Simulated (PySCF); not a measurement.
diboron tetrachloride cation (B2Cl4), SMILES ClB(Cl)B(Cl)Cl (connectivity only; charge and spin as stated), charge +1, multiplicity 2. Atoms are numbered in the order given.

```xyz
6

Cl     1.1065    -1.1065    -1.5626
B      0.0000     0.0000    -0.9326
Cl    -1.1065     1.1065    -1.5626
B      0.0000     0.0000     0.9326
Cl     1.1065     1.1065     1.5626
Cl    -1.1065    -1.1065     1.5626
```
Charge +1, spin multiplicity 2.

The structure is a stationary point at PBE0-D3(BJ)/def2-SVP. The spin state was assumed, not searched. One conformer was computed; it need not be the lowest.

Computed with PBE/def2-TZVP (PySCF).

Atomic charges (e):

```tsv
atom	Löwdin	Mulliken	meta-Löwdin	Mulliken spin
Cl1	0.91	…	0.23	0.15
B2	-1.31	…	0.04	0.19
Cl3	0.91	…	0.23	0.15
B4	-1.31	…	0.04	0.19
Cl5	0.91	…	0.23	0.15
Cl6	0.91	…	0.23	0.15
```

Task: Complete the blanks. (The exact figures need the calculation; the answer reports its results.)

Result: 
- Cl1, Mulliken: 0.19
- B2, Mulliken: 0.13
- Cl3, Mulliken: 0.19
- B4, Mulliken: 0.13
- Cl5, Mulliken: 0.19
- Cl6, Mulliken: 0.19

Computed Mayer and Wiberg (Löwdin basis) orders of the bonds:
```json
[
 {"bond": "Cl1–B2", "Mayer": "1.51", "Wiberg": "2.36"},
 {"bond": "B2–Cl3", "Mayer": "1.51", "Wiberg": "2.36"},
 {"bond": "B2–B4", "Mayer": "0.61", "Wiberg": "0.86"},
 {"bond": "B4–Cl5", "Mayer": "1.51", "Wiberg": "2.36"},
 {"bond": "B4–Cl6", "Mayer": "1.51", "Wiberg": "2.36"}
]
```
